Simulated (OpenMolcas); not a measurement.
Computed levels of 4d4 in ions with 40 electrons, in cm-1 above 5D0.

| Item | Value |
| --- | --- |
| Program | OpenMolcas 26.06 |
| Method | SS-RASPT2, IPEA 0.25 Eh, imaginary shift 0.1 Eh |
| Basis | ANO-RCC-VTZP |
| Scalar Hamiltonian | DKH2, point nucleus |
| Spin-orbit coupling | RASSI with atomic mean-field integrals over the reference wave functions, term energies averaged over their components |

Active space for each ion: 10 electrons in 8 orbitals (RAS1 4p, at most 2 holes; RAS2 4d); closed shells correlated by CASPT2: 4s.

```csv
Level,Mo2+,Tc3+,Rh5+,Ag7+
5D1,245,358,702,1284
5D2,682,978,1822,3130
5D3,1253,1770,3170,5200
5D4,1921,2680,4660,7370
3P0(1),12560,15070,18900,22150
3H4,13790,16060,20190,24350
3P1(1),13860,16930,22220,27370
3H5,14360,16910,21860,27260
3H6,14870,17630,23110,29160
```

Q: Estimate 5D4, 3P0(1), 3H4 for Pd6+ from its neighbours Rh5+ and Ag7+.

A: 5D4 is fine structure, which grows about as the fourth power of a screened charge, so the fourth roots are averaged: ((4660^0.25 + 7370^0.25) / 2)^4 = 5899. The calculation gives 6080, so the estimate is off by -3.0 %.
3P0(1) is another term, which grows about linearly with the charge: (18900 + 22150) / 2 = 20525. The calculation gives 20450, so the estimate is off by +0.4 %.
3H4 is another term, which grows about linearly with the charge: (20190 + 24350) / 2 = 22270. The calculation gives 22110, so the estimate is off by +0.7 %.

Mixed levels, with the weight of the term that names them: Pd6+ 3H4 (72 %), Ag7+ 3H4 (69 %).

CASPT2 breaks the degeneracy within a term, and the mean is taken; among the terms shown or strongly mixed into the levels shown the widest spread is 120 cm-1 (4d4 3G, Tc3+). Active for correlation alone: 4p; no level in the range computed is led by a configuration that opens it, so any true level of that kind is missing. Levels of configurations outside the active space are missing.

A number in round brackets counts repeated terms of one configuration in the order of the reference energies.
